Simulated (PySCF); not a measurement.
## Partial charges of `F[C+]1CCC=C1OC(F)F`

C6H6F3O (charge +1).
Z-matrix (Å and degrees, GFN2-xTB geometry), rows numbered from 1:
```
F 
C   1  1.2886
C   2  1.4604  1  123.20
C   3  1.5238  2  103.60  1   179.90
C   4  1.4617  3  105.29  2    -0.11
C   5  1.3839  4  111.52  3     0.18
O   6  1.3475  2  121.74  1     0.25
C   7  1.3725  6  118.40  2  -179.73
F   8  1.3422  7  110.41  6    58.35
F   8  1.3423  7  110.48  6   -58.64
H   3  1.0981  2  111.17  1    57.63
H   3  1.0981  2  111.33  1   -57.81
H   4  1.0972  3  113.10  2   120.87
H   4  1.0970  3  113.21  2  -121.19
H   5  1.0805  4  122.84  3  -179.77
H   8  1.0983  7  108.71  6   179.86
```

Density: PBE0/pcSseg-1 (PySCF); schemes: Mulliken, IAO, Hirshfeld and ESP-fitted. The structure is a single GFN2-xTB conformer in the gas phase; no vibrational or solvent corrections.

Which atoms carry the lowest charge in the Mulliken, IAO, Hirshfeld and ESP-fitted schemes?

The schemes don't all agree: Mulliken O7 (-0.438); IAO C3 (-0.304); Hirshfeld O7 (-0.093); ESP-fitted O7 (-0.362).

For which atoms does the sign change between the 4 schemes (beyond +0.03 e in one, beyond −0.03 e in another)?

F1 and C5.

Do the Mulliken, IAO, Hirshfeld and ESP-fitted schemes agree on where the charge is highest?

The schemes don't all agree: Mulliken C8 (+0.700); IAO C8 (+0.598); Hirshfeld C2 (+0.239); ESP-fitted C8 (+0.437).

Tabulate the Mulliken, IAO, Hirshfeld and ESP-fitted charges.

In e:

```tsv
atom	environment	Mulliken	IAO	Hirshfeld	ESP-fitted
F1	fluorine bonded to C	-0.126	-0.128	+0.046	-0.043
C2	carbon bonded to 2 C and F	+0.398	+0.478	+0.239	+0.394
C3	ring CH2 carbon	-0.233	-0.304	-0.038	-0.319
C4	allylic carbon	-0.177	-0.267	-0.027	-0.150
C5	carbon bonded to 2 C and H	+0.001	+0.008	+0.088	-0.076
C6	carbon bonded to 2 C and O	+0.133	+0.157	+0.084	+0.315
O7	ether oxygen	-0.438	-0.300	-0.093	-0.362
C8	CHF2 carbon	+0.700	+0.598	+0.238	+0.437
F9	fluorine of a CF2 group	-0.273	-0.282	-0.075	-0.186
F10	fluorine of a CF2 group	-0.273	-0.282	-0.075	-0.186
H11	methylene hydrogen	+0.235	+0.227	+0.106	+0.209
H12	methylene hydrogen	+0.235	+0.227	+0.106	+0.208
H13	methylene hydrogen	+0.224	+0.218	+0.102	+0.175
H14	methylene hydrogen	+0.224	+0.217	+0.102	+0.174
H15	hydrogen on C5	+0.200	+0.227	+0.098	+0.229
H16	methine hydrogen	+0.171	+0.204	+0.096	+0.180
```

Mean size of the charges over all atoms: IAO 0.258 e, Mulliken 0.252 e, ESP-fitted 0.228 e, Hirshfeld 0.101 e. Each set sums to the total charge, 1, to within 0.001 e. The Mulliken scheme gives each basis function's population to the atom it is centred on and halves the overlap population of two atoms between them.

How closely do the schemes follow one another over all atoms?

Correlation coefficient and root-mean-square difference: Mulliken with IAO 0.98, 0.057 e; IAO with Hirshfeld 0.97, 0.189 e; Mulliken with Hirshfeld 0.96, 0.196 e; IAO with ESP-fitted 0.96, 0.084 e; Mulliken with ESP-fitted 0.95, 0.097 e; Hirshfeld with ESP-fitted 0.92, 0.158 e.

How many electrons does the IAO scheme count on F10?

Z − q = 9 − (-0.282) = 9.282.

Sum the charges by element, for elements with more than one atom.

```csv
element,atoms,Mulliken,IAO,Hirshfeld,ESP-fitted
F,3,-0.672,-0.691,-0.103,-0.415
C,6,+0.822,+0.670,+0.585,+0.600
H,6,+1.288,+1.320,+0.611,+1.177
```

These values come from a run that also computed NMR shieldings. On an Intel Xeon Platinum 8375C at 2.90 GHz with one thread, no GPU, shared host with 96 logical CPUs at a one-minute load of 52, this took 47 s of wall time (grids of density and orbitals included) and 0.88 GiB of memory at its peak.
